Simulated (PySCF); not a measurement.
pent-4-yn-2-one (C5H6O), SMILES C(#C)CC(C)=O.

Coordinates come from a r2SCAN-D4/def2-SVP optimisation. Other conformers were not sampled.

All values below come from PBE0/def2-TZVP (PySCF).

Gas-phase values at a fixed geometry.

Computed frontier levels, gap, dipole moment and polarisability:
```yaml
highest_occupied_level: -7.32 eV
lowest_empty_level: -0.67 eV
orbital_gap: 6.65 eV
dipole_moment: 2.41 D
quadrupole, principal values (traceless, Buckingham form, about the centre of nuclear charge): -6.25, 2.01, 4.23 D·Å
mean_static_polarisability: 59.2 bohr³ (8.77 Å³)
polarisability_principal_values: 42.2, 54.1, 81.2 bohr³
```
